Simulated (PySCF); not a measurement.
**Configurations of HoN**

Unrestricted PBE0; Ho x2c-SVPall, N x2c-SVPall; spin-free X2C with a Gaussian nucleus (PySCF 2.14). The search starts from ions with several 4f fillings and holds each by maximum overlap.

The lowest solution has 2Ms+1 = 7, about 10.2 4f electrons, near 1.81 Å.

The lowest solution of each spin and filling, followed along the bond (rough minima from three points):

```
2Ms+1  4f population  ⟨S²⟩ at the start  R at minimum (Å)  Te (eV)
    7          10.16              12.01              1.81     0.00
    5          10.17               6.88              1.83     0.11
    3          10.12               4.02              1.83     0.31
```

Solutions at the starting distance of 1.978 Å, counted from the lowest; the search is not exhaustive:

```tsv
2Ms+1	4f population	E (eV)	⟨S²⟩	⟨Lz²⟩	μ (D)
7	10.16	0.00	12.01	12.3	-5.06
5	10.17	0.03	6.88	12.2	-4.68
5	10.13	0.18	6.87	11.9	-4.74
3	10.12	0.26	4.02	12.1	-4.98
7	10.12	0.31	12.00	12.8	-5.24
7	10.12	0.31	12.00	12.7	-5.24
7	10.10	0.32	12.00	12.9	-5.27
7	10.10	0.36	12.00	10.0	-5.47
3	10.10	0.42	3.98	12.6	-5.19
3	10.10	0.45	3.97	13.0	-5.21
5	10.11	0.50	7.01	12.5	-5.23
5	10.40	0.55	6.88	13.9	-4.28
5	10.08	0.65	6.04	9.0	-6.82
3	10.39	0.67	3.65	13.6	-5.68
```

Partly filled real f orbitals mix terms, so no term symbols are given. A population far from a whole number shows f orbitals mixing with d and ligand orbitals, not a clean configuration. A positive dipole means Ho(−)N(+).

Spin–orbit coupling is left out. With d or f electrons several states lie close, and the lowest PBE0 determinant need not be the measured ground state.
